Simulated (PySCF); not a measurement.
# Dipole moment and polarisability of Al(H2O)F3

Species: Al(H2O)F3.
Geometry (PBE0-D3(BJ)/def2-SVP, Å), atoms numbered from 1 in this order:
```
atom  x, y, z in Å
Al1   -0.1237    0.0869   -0.8224
O2    -0.0046    0.1845    1.1207
H3    -0.4147   -0.6044    1.5066
H4     0.9169    0.2132    1.4180
F5     1.5212    0.0854   -1.0909
F6    -0.9829    1.4179   -1.3090
F7    -0.9122   -1.3835   -0.8231
```

Level: B3LYP/def2-SVPD (PySCF), static field, nuclei fixed, core orbitals frozen in the response. The polarisability tensor in these axes (au):

```
x   28.50  0.41  0.48
y    0.41 27.91 -0.71
z    0.48 -0.71 29.18
```

Problem. Diagonalise the tensor; give its mean and Δα, where Δα² is half the sum of the squared differences of the eigenvalues.

Solution. Principal values 27.32, 28.70 and 29.58 au; mean 28.53 au = 4.23 Å³ = 4.70 × 10⁻⁴⁰ C²·m²/J; Δα = 1.98 au (7 % of the mean).

Problem. What is the dipole moment, and where does it point?

Solution. (1.02, -0.86, 5.01) D, 5.19 D in size, pointing from the negative to the positive side. Measured along this direction, the outermost atoms are F6 at the negative end and H4 and H3 at the positive end.

Problem. Directions of the eigenvectors, and the extent of the frame along each?

Solution. Largest value along (0.28, -0.32, 0.91), where the nuclei span 3.39 Å; middle along (0.85, 0.52, -0.08), 2.85 Å; least along (-0.44, 0.80, 0.42), 2.07 Å. The response follows the extents in order.

Problem. Orientational against electronic polarisability at 350 K (dilute gas, rigid molecules)?

Solution. In Gaussian units μ²/3kT = 185.53 Å³ against 4.23 Å³, a ratio of 43.88; the Debye molar polarisation (4π/3)N_A(α + μ²/3kT) is 478.7 cm³/mol, leaving out the vibrational part.

Problem. Find the Langevin capture rate constant for H3O+ (19.018 u) meeting this molecule (101.987 u), k = 2.342 × 10⁻⁹ cm³/s × √(α in Å³ / reduced mass in u).

Solution. The reduced mass is 16.03 u, so k = 1.20 × 10⁻⁹ cm³/s. The formula leaves out the permanent dipole, which adds to the capture rate.

Problem. Estimate the molar refractivity from the static electronic polarisability.

Solution. Lorentz–Lorenz: R = (4π/3)N_A α = 2.5225 cm³/(mol·Å³) × 4.23 Å³ = 10.7 cm³/mol, in the limit of long wavelengths.

Problem. What depolarisation ratio follows for Rayleigh scattering of linearly polarised light, taking the static tensor?

Solution. ρ = 3Δα²/(45ᾱ² + 4Δα²) = 11.7/(36636 + 15.7) ≈ 0.000321.

Isolated species at its PBE0-D3(BJ)/def2-SVP geometry, gas phase.
